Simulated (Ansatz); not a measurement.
Stretching the Se1–Se2 bond in Se2 (multiplicity 3 held). Energies count from the point at 2.188 Å.


U- levels take the lowest unrestricted solution at each point, which mixes spins at long bonds. Active spaces are followed from rest. Levels need not reach the same state.

Cores are frozen in the correlated methods. Filled d and f shells under p-block atoms count as core.

Codes used: Ansatz (Gaussian basis) for Hartree–Fock, density functionals and correlated methods. Each number belongs to the level named beside it.

Problem. Give the energy at R = 8.753 Å at the level FIC-MRCISD on CASSCF(12,8)/cc-pVTZ.

Solution. 306 kJ/mol

Problem. Predict the energy at R = 8.753 Å from FIC-MRCISD+Q on CASSCF(12,8)/cc-pVTZ.

Solution. 314 kJ/mol

Problem. What is the computed energy at R = 8.753 Å (U-SCS-MP2/cc-pVTZ)?

Solution. 350 kJ/mol

Doubts at one or more of the structures used: a spin-contaminated determinant (U-SCS-MP2/cc-pVTZ).

Ansatz is a program for electronic structure.
